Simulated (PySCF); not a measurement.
**A small calculation by hand: dipole moment from atomic charges**

Al(I)2(OH) (AlHI2O), SMILES [Al]([I])([OH])[I]. Atoms are numbered in the order given.

```xyz
5

Al     0.0000     0.0000     0.9086
I      0.0000    -2.1316    -0.3380
I      0.0000     2.1316    -0.3380
O      0.0000     0.0000     2.5626
H      0.0000     0.0000     3.5131
```
Charge 0, spin multiplicity 1.

Coordinates come from a B3LYP-D3(BJ)/def2-SVP optimisation. The geometry has at least one imaginary mode, so it is a saddle point at that level. The def2 effective core potentials stand for the cores of I; spin–orbit coupling is left out. The values are those of a single conformer.

Charges (e) from PySCF with B3LYP/def2-TZVP:

```csv
atom,ESP fit,Mulliken
Al1,0.572,0.572
I2,-0.162,-0.172
I3,-0.162,-0.172
O4,-0.680,-0.547
H5,0.433,0.319
```

The dipole moment of the full density is 1.88 D.

Problem. What dipole moment does each set of point charges give, and which comes closer to that of the density?

Solution. 
μ = Σ q r, and 1 e Å = 4.8032 D.
ESP fit: Σ q r = (0.000, 0.000, 0.408) e Å, |μ| = 1.96 D.
Mulliken: Σ q r = (0.000, 0.000, 0.355) e Å, |μ| = 1.70 D.
ESP fit comes closer in size. Point charges leave out the atoms' own dipoles (lone pairs, polarised bonds); fits to the potential absorb them, partitions of the density don't.
